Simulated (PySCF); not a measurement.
Level of theory: PySCF 2.14.0 with PBE-D3(BJ)/def2-TZVP // PBE-D3(BJ)/def2-SVP. All species are isolated molecules in the gas phase. One relaxed conformer stands for a flexible species; it need not be the lowest. 

Reference species (SMILES): `B[C@H]1CC[C@H](C=C)CC1` (neutral, multiplicity 1).

```json
{
 "HOMO": "-6.20 eV",
 "LUMO": "-2.16 eV"
}
```

Changed species: `B[C@H]1CC[C@@H](C=C)CC1`.

Q: Predict the effect on the HOMO and LUMO.

A: the HOMO increases by 0.07 eV, to -6.13 eV; the LUMO increases by 0.07 eV, to -2.09 eV.
